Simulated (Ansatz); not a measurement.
(1) Predict a relaxed structure of the cluster Cs₃I₂ (the lowest doublet isomer of a short search), charge 0, doublet, at PBE-D4/def2-SVP (Ansatz).

Answers

(1) 
```xyz
5

Cs   -0.7171    0.3732    2.7489
Cs    2.2283   -1.6621   -0.6963
Cs   -1.5114    1.2902   -2.0576
I     1.4541    1.9012    0.1245
I    -1.4538   -1.9025   -0.1195
```
Point group D3h (tolerance 0.1 Å). This is one stationary point.

In the def2 sets Cs, I take a core potential; there is no spin–orbit coupling. The relaxation made no stability test and no search for a lower SCF solution. The structure comes from a short search, and lower isomers may exist.
